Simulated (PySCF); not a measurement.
Delta-SCF ions had no search for a lower state. Excitations are Tamm–Dancoff values on a coarser integration grid. The basis has no diffuse functions, so Rydberg states are missing or too high.

Z-matrix (Å, degrees):
```
O
C 1 1.4087
H 2 1.0977 1 107.54
H 2 1.1037 3 109.20 1 119.80
H 2 1.1046 3 109.30 4 119.33
C 1 1.4087 2 114.11 3 178.48
H 6 1.0977 1 107.54 2 -178.71
H 6 1.1037 7 109.21 1 -119.81
H 6 1.1046 7 109.29 8 -119.33
In 1 2.3861 2 118.22 3 -35.64
H 10 1.7397 1 94.49 2 47.47
H 10 1.7398 11 120.57 3 -119.24
H 10 1.7441 11 118.73 3 77.01
```
Charge 0, multiplicity 1.

**Question.** What HOMO–LUMO gap, S1 oscillator strength, T1 excitation (TDA), vertical ionisation energy (Delta-SCF) and HOMO does PBE0-D4/def2-TZVP // PBE0-D4/def2-SVP (PySCF) give?

**Answer.** 
```
Quantity                                  Result
--------------------------------------  --------
HOMO–LUMO gap                            6.99 eV
S1 oscillator strength                     0.002
T1 excitation (TDA)                      5.31 eV
vertical ionisation energy (Delta-SCF)   9.51 eV
HOMO                                    -7.39 eV
```
